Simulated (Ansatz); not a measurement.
CH4Te (SMILES C[TeH]) moved off its minimum; all values from Ansatz (a first-principles code), cores frozen in correlated methods. Elements past Kr take the def2 small-core potentials, without spin–orbit coupling.
(charge 0, multiplicity 1)
```xyz
6

Te     0.06510     0.28829     0.18744
H     -0.23276     1.36278    -0.93632
C     -0.10002    -1.41846    -1.11826
H      0.72025    -1.26761    -1.90264
H     -0.95502    -1.53457    -1.60203
H      0.22303    -2.30445    -0.69971
```

Forces at r2SCAN/def2-TZVPP (eV/Å):

```tsv
atom	Fx	Fy	Fz
Te1	0.091	-1.312	1.289
H2	-0.273	0.901	-1.176
C3	5.024	2.329	-0.813
H4	-1.176	0.061	0.822
H5	-4.019	-0.252	-1.765
H6	0.353	-1.727	1.643
```

Problem. Give the forces (eV/Å), the total energy and the dipole at CCSD(T)/def2-TZVPPD.

Solution. 
| atom | Fx | Fy | Fz |
|---|---|---|---|
| Te1 | 0.108 | -1.305 | 1.380 |
| H2 | -0.286 | 0.958 | -1.227 |
| C3 | 5.037 | 2.324 | -0.819 |
| H4 | -1.155 | 0.071 | 0.795 |
| H5 | -4.057 | -0.272 | -1.786 |
| H6 | 0.353 | -1.777 | 1.657 |
Energy -307.5564 hartree, dipole 1.09 D.
